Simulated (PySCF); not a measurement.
A calculated (LDA, PySCF 2.14, x2c-SVPall, the spin-free X2C one-electron Hamiltonian (Gaussian nucleus)) atom or ion has these occupied shells.

```
shell  electrons  orbital energy (eV)  rms radius, mean of both spins (bohr)
 1s α          1             -20807.8                                 0.0394
 1s β          1             -20807.7                                 0.0394
 2s α          1              -2975.0                                  0.162
 2s β          1              -2974.4                                  0.162
 2p α          3              -2666.9                                  0.144
 2p β          3              -2666.5                                  0.144
 3s α          1              -524.14                                  0.444
 3s β          1              -523.65                                  0.444
 3p α          3              -422.82                                  0.450
 3p β          3              -422.30                                  0.450
 3d α          5              -257.78                                  0.438
 3d β          5              -257.10                                  0.438
 4s α          1              -82.267                                   1.13
 4s β          1              -79.174                                   1.13
 4p α          3              -54.398                                   1.26
 4p β          3              -51.112                                   1.26
 4d α          5              -15.730                                   1.82
 5s α          1              -12.458                                   3.26
```

Name the element and its charge.

Tc⁺ (technetium, charge +1), in [Kr] 4d5 5s1, high-spin 7S determinant.
